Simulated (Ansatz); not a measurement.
One group Y is varied and pulled off as a radical: Y-Sb(OH)2. All species are isolated molecules in the gas phase. Each species was relaxed from one start; no search for lower structures was made at this level. In the def2 sets, heavy atoms carry core potentials. Strings in code marks are SMILES.

All values below come from PBE-D3(BJ)/def2-TZVP // B3LYP-D3(BJ)/def2-SVP (Ansatz, a program for electronic structure). All candidates: neutral, multiplicity 1. 

```yaml
vertical ionisation energy (Delta-SCF): 8.82 eV
HOMO: -5.99 eV
LUMO: -1.55 eV
```

Question: Say which member has these values.
(A) `C[CH2][Sb]([OH])[OH]`
(B) `CCC[CH2][Sb]([OH])[OH]`
(C) `[OH][Sb]([OH])[CH]1CCCC1`
(D) `C[C](C)(C)[Sb]([OH])[OH]`

Answer: A, `C[CH2][Sb]([OH])[OH]`. The others give `CCC[CH2][Sb]([OH])[OH]`: 8.63 eV, -5.97 eV, -1.53 eV; `[OH][Sb]([OH])[CH]1CCCC1`: 8.40 eV, -5.77 eV, -1.57 eV; `C[C](C)(C)[Sb]([OH])[OH]`: 8.31 eV, -5.70 eV, -1.50 eV
